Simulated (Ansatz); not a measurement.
`[Cl][GeH2][GeH3]` + `SS` → `S[S][GeH3]` + `[Cl][GeH3]` at 298.15 K and 1 bar (cleavage of the Ge–Ge bond).

Calculated with Ansatz (gas phase, PBE0-D4/def2-TZVP geometries, no zero-point term in ΔE). CCSD(T)/CBS adds triple-zeta CCSD(T) − MP2 to the extrapolated MP2 energy (def2 sets, frozen cores). This one scheme is used for every species. For Ge outer-core shells are correlated without core-valence functions, which leaves a few kJ/mol of doubt a bond. Scalar relativity is left out up to krypton. One conformer a species, not always the lowest.

```csv
species,CCSD(T)/CBS energy (Eh),H − E (kJ/mol),S (J/(mol·K))
`[Cl][GeH2][GeH3]`,-4615.04400,125.7,349.9
`SS`,-796.74576,60.1,251.3
`S[S][GeH3]`,-2874.07545,108.4,328.4
`[Cl][GeH3]`,-2537.71925,76.4,263.9
```

H − E and S are ideal-gas, rigid-rotor, harmonic terms from PBE0-D4/def2-TZVP, for one conformer and one mirror image of each species. 1 Eh = 2625.50 kJ/mol, R = 8.31446 J/(mol·K).

**Question.** By hand: ΔE, ΔH, ΔS and ΔG.

**Answer.** ΔE = (-2874.07545) + (-2537.71925) − (-4615.04400) − (-796.74576) = -0.00494 Eh = -13.0 kJ/mol. Δ(H − E) = 108.4 + 76.4 − 125.7 − 60.1 = -1.0, so ΔH = -14.0 kJ/mol. ΔS = 328.4 + 263.9 − 349.9 − 251.3 = -8.9 J/(mol·K). ΔG = -14.0 − 298.15 × (-8.9)/1000 = -11.3 kJ/mol.

**Question.** By hand: the equilibrium constant, and the temperature at which ΔG would vanish if ΔH and ΔS stayed fixed.

**Answer.** log₁₀ K = −ΔG/(RT ln 10) = 2.0. ΔG = 0 at ΔH/ΔS = 1573 K, though so small a ΔS makes that figure unsure.

The number of gas molecules stays the same, so ΔS is small and ΔH decides. A doubt of 5 kJ/mol in ΔE shifts log₁₀ K by 0.9 here. Other conformers and mirror images would add mixing entropy, several J/(mol·K) or more a flexible species. These are equilibria of isolated gas molecules and say nothing of rates. Largest T1 diagnostic: 0.012 (customary marks: 0.02 for closed shells, 0.045 for open ones).
